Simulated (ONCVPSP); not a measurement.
PBE ONCV dataset for Ag (Z = 47), fully relativistic all-electron reference.

ONCVPSP 4.0.1 was run on this input:

```
# ATOM AND REFERENCE CONFIGURATION
# atsym  z   nc   nv     iexc    psfile
  Ag 47.00    6    4        4      upf
#
#   n    l    f
    1    0    2.00
    2    0    2.00
    2    1    6.00
    3    0    2.00
    3    1    6.00
    3    2   10.00
    4    0    2.00
    4    1    6.00
    4    2   10.00
    5    0    1.00
#
# PSEUDOPOTENTIAL AND OPTIMIZATION
# lmax
    2
#
#   l,   rc,      ep,       ncon, nbas, qcut
    0    1.45    0.00    4    8    6.20
    1    1.65    0.00    4    9   10.00
    2    1.45    0.00    3    7    9.20
#
# LOCAL POTENTIAL
# lloc, lpopt,  rc(5),   dvloc0
    4    5    1.35    0.00
#
# VANDERBILT-KLEINMAN-BYLANDER PROJECTORs
# l, nproj, debl
    0    3    0.50
    1    2    3.40
    2    2    2.50
#
# MODEL CORE CHARGE
# icmod, fcfact, rcfact
    0    0.00    0.00
#
# LOG DERIVATIVE ANALYSIS
# epsh1, epsh2, depsh
   -5.00    5.00    0.04
#
# OUTPUT GRID
# rlmax, drl
    6.00    0.01
#
# TEST CONFIGURATIONS
# ncnf
    4
# nvcnf
#   n    l    f
    4
    4    0    2.00
    4    1    6.00
    4    2   10.00
    5    0    0.00
#
    4
    4    0    2.00
    4    1    6.00
    4    2    9.00
    5    0    0.00
#
    4
    4    0    2.00
    4    1    6.00
    4    2    8.00
    5    0    0.00
#
    4
    4    0    2.00
    4    1    6.00
    4    2    7.00
    5    0    0.00
#
```

Command:

```bash
oncvpspr.x < Ag.dat > Ag.out
```

The program printed (shortened: citation, most of the input echo, consistency checks and plot data are left out):

```
ONCVPSP  (Optimized Norm-Conservinng Vanderbilt PSeudopotential)
relativistic version 4.0.1

#   n    l    f        energy (Ha)
    1    0    2.00    -9.3032983D+02
    2    0    2.00    -1.3694141D+02
    2    1    6.00    -1.2081130D+02    -1.2725449D+02
    3    0    2.00    -2.5106365D+01
    3    1    6.00    -2.0116684D+01    -2.1253778D+01
    3    2   10.00    -1.3069780D+01    -1.3298753D+01
    4    0    2.00    -3.4909959D+00
    4    1    6.00    -2.0932416D+00    -2.2800832D+00
    4    2   10.00    -2.6553400D-01    -2.8599347D-01
    5    0    1.00    -1.6192100D-01

Reference configufation results
  iterations    31
  all-electron total energy (Ha)   -5.31724063D+03

Begin loop to  construct optimized pseudo wave functions
and semi-local pseudopoentials for all angular momenta

   Wellstate for l =  0  n =  6 kap= -1
     eigenvalue =   0.3381
     asymptotic potential =   0.8381
     half-point radius =  6.7188

Calculating optimized projector #   1

 for l=   0

    Fraction of norm inside rc  0.943354
    Optimizing pswf for qcut=   6.19 a_B^-1,  ecut=  19.14 Ha
    Residual kinetic energy error=  8.83D-04 Ha

    Energy error per electron        Cutoff
         Ha          eV             Ha
         0.01000     0.27211       11.84
         0.00100     0.02721       19.00
         0.00010     0.00272       76.36
         0.00001     0.00027       93.97

Calculating optimized projector #   2

 for l=   0

    Fraction of norm inside rc  0.040634
    Optimizing pswf for qcut=   6.19 a_B^-1,  ecut=  19.14 Ha
    Residual kinetic energy error=  4.26D-04 Ha

    Energy error per electron        Cutoff
         Ha          eV             Ha
         0.01000     0.27211        5.68
         0.00100     0.02721       16.66
         0.00010     0.00272       34.56
         0.00001     0.00027       96.33

Calculating optimized projector #   3

 for l=   0

    Fraction of norm inside rc  0.029646
    Optimizing pswf for qcut=   6.19 a_B^-1,  ecut=  19.14 Ha
    Residual kinetic energy error=  3.69D-04 Ha

    Energy error per electron        Cutoff
         Ha          eV             Ha
         0.01000     0.27211        5.52
         0.00100     0.02721       16.32
         0.00010     0.00272       29.35
         0.00001     0.00027       65.78

   Wellstate for l =  1  n =  6 kap= -2
     eigenvalue =   1.3068
     asymptotic potential =   1.8068
     half-point radius =  3.9511

Calculating optimized projector #   1

 for l=   1

    Fraction of norm inside rc  0.941709
    Optimizing pswf for qcut=  10.00 a_B^-1,  ecut=  49.99 Ha
    Residual kinetic energy error=  4.71D-09 Ha

    Energy error per electron        Cutoff
         Ha          eV             Ha
         0.01000     0.27211       14.69
         0.00100     0.02721       18.38
         0.00010     0.00272       22.24
         0.00001     0.00027       34.25

Calculating optimized projector #   2

 for l=   1

    Fraction of norm inside rc  0.082110
    Optimizing pswf for qcut=  10.00 a_B^-1,  ecut=  49.99 Ha
    Residual kinetic energy error=  2.52D-08 Ha

    Energy error per electron        Cutoff
         Ha          eV             Ha
         0.01000     0.27211       12.34
         0.00100     0.02721       16.21
         0.00010     0.00272       28.58
         0.00001     0.00027       37.44

   Wellstate for l =  1  n =  6 kap=  1
     eigenvalue =   1.1199

Calculating optimized projector #   1

 for l=   1

    Fraction of norm inside rc  0.952572
    Optimizing pswf for qcut=  10.00 a_B^-1,  ecut=  49.99 Ha
    Residual kinetic energy error=  3.68D-09 Ha

    Energy error per electron        Cutoff
         Ha          eV             Ha
         0.01000     0.27211       15.99
         0.00100     0.02721       20.24
         0.00010     0.00272       23.64
         0.00001     0.00027       26.97

Calculating optimized projector #   2

 for l=   1

    Fraction of norm inside rc  0.088603
    Optimizing pswf for qcut=  10.00 a_B^-1,  ecut=  49.99 Ha
    Residual kinetic energy error=  2.45D-08 Ha

    Energy error per electron        Cutoff
         Ha          eV             Ha
         0.01000     0.27211       13.21
         0.00100     0.02721       17.32
         0.00010     0.00272       21.91
         0.00001     0.00027       36.59

   Wellstate for l =  2  n =  6 kap= -3
     eigenvalue =   2.2345
     asymptotic potential =   2.7345
     half-point radius =  3.6226

Calculating optimized projector #   1

 for l=   2

    Fraction of norm inside rc  0.608415
    Optimizing pswf for qcut=   9.21 a_B^-1,  ecut=  42.39 Ha
    Residual kinetic energy error=  2.61D-06 Ha

    Energy error per electron        Cutoff
         Ha          eV             Ha
         0.01000     0.27211       24.28
         0.00100     0.02721       30.61
         0.00010     0.00272       35.80
         0.00001     0.00027       39.81

Calculating optimized projector #   2

 for l=   2

    Fraction of norm inside rc  0.074591
    Optimizing pswf for qcut=   9.21 a_B^-1,  ecut=  42.39 Ha
    Residual kinetic energy error=  4.42D-06 Ha

    Energy error per electron        Cutoff
         Ha          eV             Ha
         0.01000     0.27211       23.03
         0.00100     0.02721       30.30
         0.00010     0.00272       36.36
         0.00001     0.00027       40.80

   Wellstate for l =  2  n =  6 kap=  2
     eigenvalue =   2.2140

Calculating optimized projector #   1

 for l=   2

    Fraction of norm inside rc  0.622800
    Optimizing pswf for qcut=   9.21 a_B^-1,  ecut=  42.39 Ha
    Residual kinetic energy error=  3.04D-06 Ha

    Energy error per electron        Cutoff
         Ha          eV             Ha
         0.01000     0.27211       24.73
         0.00100     0.02721       30.93
         0.00010     0.00272       36.23
         0.00001     0.00027       40.06

Calculating optimized projector #   2

 for l=   2

    Fraction of norm inside rc  0.074189
    Optimizing pswf for qcut=   9.21 a_B^-1,  ecut=  42.39 Ha
    Residual kinetic energy error=  5.06D-06 Ha

    Energy error per electron        Cutoff
         Ha          eV             Ha
         0.01000     0.27211       23.32
         0.00100     0.02721       30.59
         0.00010     0.00272       36.57
         0.00001     0.00027       41.15

Construct Vanderbilt / Kleinmman-Bylander projectors

B matrix Hermiticity error, ll=  0  kap= -1
   1   2    3.8674D-04
   1   3   -3.7185D-04
   2   3    1.3692D-05

  Orthonormal projector coefficients -7.2534E+01  9.2778E+00  2.0286E+00

B matrix Hermiticity error, ll=  1  kap= -2
   1   2   -4.1464D-04

  Orthonormal projector coefficients  5.1984E+00  7.0463E-01

B matrix Hermiticity error, ll=  1  kap=  1
   1   2   -4.4812D-04

  Orthonormal projector coefficients -6.4473E+00  1.4725E+00

B matrix Hermiticity error, ll=  2  kap= -3
   1   2   -2.7519D-04

  Orthonormal projector coefficients -1.0614E+00 -2.8754E-01

B matrix Hermiticity error, ll=  2  kap=  2
   1   2   -2.8080D-04

  Orthonormal projector coefficients -1.1671E+00 -3.0793E-01

 Orthonormal scalar projector coefficients, l =  1
  2.8640E+00 -6.5819E-01  7.1231E-02  4.5960E-05

 Orthonormal spin-orbit projector coefficients, l =  1
  6.9637E+00  2.7615E-01  1.3053E-02 -9.8340E-04

 Orthonormal scalar projector coefficients, l =  2
 -1.1034E+00 -2.9525E-01 -7.9388E-04 -8.0626E-07

 Orthonormal spin-orbit projector coefficients, l =  2
  4.8195E-02  1.1521E-02 -9.2728E-03 -1.7999E-05

Pseudoatom total energy -147.394862

Diagnostic tests using Vanderbilt-Kleinman-Bylander pseudopotentials
  relativistic with J = L +/- 1/2 projectors

   l  kap   rcore       rmatch      e in        delta e    norm test   slope test

   0  -1   1.4557273   1.4999263  -3.4909959  -0.0000433   1.0003447   1.0003230
   0  -1   1.4557273   1.4999263  -0.1619210   0.0000054   1.0000539   1.0000409
   0  -1   1.4557273   1.4999263   0.3380790   0.0000453   1.0003451   1.0003451

   1  -2   1.6505840   1.7006993  -2.0932416   0.0000071   1.0001195   1.0001232
   1   1   1.6505840   1.7006993  -2.2800832  -0.0001059   1.0014883   1.0014492
   1  -2   1.6505840   1.7006993   1.3067584   0.0000551   1.0003129   1.0003129
   1   1   1.6505840   1.7006993   1.2860710  -0.0003890   0.9976516   0.9976516

   2  -3   1.4557273   1.4999263  -0.2655340  -0.0000348   1.0000970   1.0000804
   2   2   1.4557273   1.4999263  -0.2859935  -0.0000142   1.0001090   1.0000414
   2  -3   1.4557273   1.4999263   2.2344660  -0.0000167   1.0003710   1.0003710
   2   2   1.4557273   1.4999263   2.2288131  -0.0000059   1.0003660   1.0003660

Diagnostic tests using Vanderbilt-Kleinman-Bylander pseudopotentials
  relativistic with scalar and spin-orbit non-local projectors

   l  kap   rcore       rmatch      e in        delta e    norm test   slope test

   0  -1   1.4557273   1.4999263  -3.4909959  -0.0000433   1.0003447   1.0003230
   0  -1   1.4557273   1.4999263  -0.1619210   0.0000054   1.0000539   1.0000409
   0  -1   1.4557273   1.4999263   0.3380790   0.0000453   1.0003451   1.0003451

   1  -2   1.6505840   1.7006993  -2.0932416   0.0000291   1.0001307   1.0001413
   1   1   1.6505840   1.7006993  -2.2800832  -0.0001469   1.0014626   1.0014118
   1  -2   1.6505840   1.7006993   1.3067584   0.0000866   1.0003053   1.0003053
   1   1   1.6505840   1.7006993   1.2860710  -0.0004704   0.9976664   0.9976664

   2  -3   1.4557273   1.4999263  -0.2655340  -0.0000264   1.0000995   1.0001006
   2   2   1.4557273   1.4999263  -0.2859935  -0.0000128   1.0001094   1.0000445
   2  -3   1.4557273   1.4999263   2.2344660  -0.0000167   1.0003710   1.0003710
   2   2   1.4557273   1.4999263   2.2288131  -0.0000058   1.0003654   1.0003654

Ghost test for J = L + 1/2

 Testing for bound ghosts
   n   l    E NL Schr. Eq   E Basis Diag.   E Cutoff

   1   0       -3.491039       -3.491031    165.51
       0                       -3.093534    165.51  WARNING - GHOST(-)
   2   0       -0.161916       -0.054188    165.51

   2   1       -2.093234       -2.093233    145.81

   3   2       -0.265569       -0.260128    121.76

 Testing for highly-localized positive-energy ghosts
       l    <radius>/rc     E Basis Diag.   E Cutoff

       0        0.318059       27.547731    165.51  WARNING - GHOST(+)

       0        0.832179       60.887973    165.51  WARNING - GHOST(+)

Ghost test for J = L - 1/2

 Testing for bound ghosts
   n   l    E NL Schr. Eq   E Basis Diag.   E Cutoff

   1   0       -3.491039       -3.491031    165.51
       0                       -3.093534    165.51  WARNING - GHOST(-)
   2   0       -0.161916       -0.054188    165.51

   2   1       -2.280189       -2.280188    145.81

   3   2       -0.286008       -0.281213    121.76

 Testing for highly-localized positive-energy ghosts
       l    <radius>/rc     E Basis Diag.   E Cutoff

       0        0.318059       27.547731    165.51  WARNING - GHOST(+)

       0        0.832179       60.887973    165.51  WARNING - GHOST(+)

Test configuration 0

   n   l kap    f        eae           eps        diff
   1   0  -1  2.0000 -930.32982997
   2   0  -1  2.0000 -136.94141472
   2   1  -2  4.0000 -120.81130038
   2   1   1  2.0000 -127.25449050
   3   0  -1  2.0000  -25.10636520
   3   1  -2  4.0000  -20.11668444
   3   1   1  2.0000  -21.25377840
   3   2  -3  6.0000  -13.06977990
   3   2   2  4.0000  -13.29875322
   4   0  -1  2.0000   -3.49099593   -3.49103928   -4.33E-05
   4   1  -2  4.0000   -2.09324157   -2.09323445    7.13E-06
   4   1   1  2.0000   -2.28008322   -2.28018910   -1.06E-04
   4   2  -3  6.0000   -0.26553400   -0.26556879   -3.48E-05
   4   2   2  4.0000   -0.28599347   -0.28600766   -1.42E-05
   5   0  -1  1.0000   -0.16192100   -0.16191557    5.43E-06

    Total energies and differences
      AE_ref= -5.31724063E+03  AE_tst= -5.31724063E+03  dif=  0.00E+00
      PS_ref= -1.47394862E+02  PS_tst= -1.47394862E+02  dif= -1.73E-12
      PSP excitation error=  1.73E-12

Test configuration 1

   n   l kap    f        eae           eps        diff
   1   0  -1  2.0000 -930.63116991
   2   0  -1  2.0000 -137.23845923
   2   1  -2  4.0000 -121.10854583
   2   1   1  2.0000 -127.55183675
   3   0  -1  2.0000  -25.40473573
   3   1  -2  4.0000  -20.41505498
   3   1   1  2.0000  -21.55211595
   3   2  -3  6.0000  -13.36778839
   3   2   2  4.0000  -13.59674396
   4   0  -1  2.0000   -3.79316617   -3.79363598   -4.70E-04
   4   1  -2  4.0000   -2.39671040   -2.39676534   -5.49E-05
   4   1   1  2.0000   -2.58315556   -2.58337579   -2.20E-04
   4   2  -3  6.0000   -0.56647299   -0.56651986   -4.69E-05
   4   2   2  4.0000   -0.58728453   -0.58732153   -3.70E-05
   5   0  -1  0.0000   -0.41474370   -0.41474370    0.00E+00

    Total energies and differences
      AE_ref= -5.31724063E+03  AE_tst= -5.31695547E+03  dif=  2.85E-01
      PS_ref= -1.47394862E+02  PS_tst= -1.47109720E+02  dif=  2.85E-01
      PSP excitation error=  1.25E-05

Test configuration 2

psatom_r: WARNING potential failed to converge
run_config_r: WARNING for fully non-local PS atom,
 WARNING no output for configuration 3

Test configuration 3

   n   l kap    f        eae           eps        diff
   1   0  -1  2.0000 -931.78247996
   2   0  -1  2.0000 -138.40004143
   2   1  -2  4.0000 -122.26959772
   2   1   1  2.0000 -128.71265892
   3   0  -1  2.0000  -26.55809986
   3   1  -2  4.0000  -21.56832458
   3   1   1  2.0000  -22.70571939
   3   2  -3  6.0000  -14.52263356
   3   2   2  4.0000  -14.75171500
   4   0  -1  2.0000   -4.91096113   -4.91203583   -1.07E-03
   4   1  -2  4.0000   -3.49748273   -3.49840491   -9.22E-04
   4   1   1  2.0000   -3.68923500   -3.69048894   -1.25E-03
   4   2  -3  4.8000   -1.59726645   -1.59654774    7.19E-04
   4   2   2  3.2000   -1.62186967   -1.62111457    7.55E-04
   5   0  -1  0.0000   -1.15496938   -1.15496938    0.00E+00

    Total energies and differences
      AE_ref= -5.31724063E+03  AE_tst= -5.31481278E+03  dif=  2.43E+00
      PS_ref= -1.47394862E+02  PS_tst= -1.44967480E+02  dif=  2.43E+00
      PSP excitation error=  4.68E-04

Test configuration 4

psatom_r: WARNING lschvkbb convergence error n,l,kap,iter=   2   0  -1

ea(ii),et,emin,emax -1.922707E-01 -2.114977E-01 -2.114977E-01 -2.114977E-01
run_config_r: WARNING for fully non-local PS atom,
 WARNING no output for configuration 5
```

Note: ghosts flagged at negative energy: s at -84.2 eV; GHOST(+) flags only above 600 eV. A true bound ghost makes a file unfit for plane-wave use.

The run took about 4.5 s on one core of a shared server CPU.
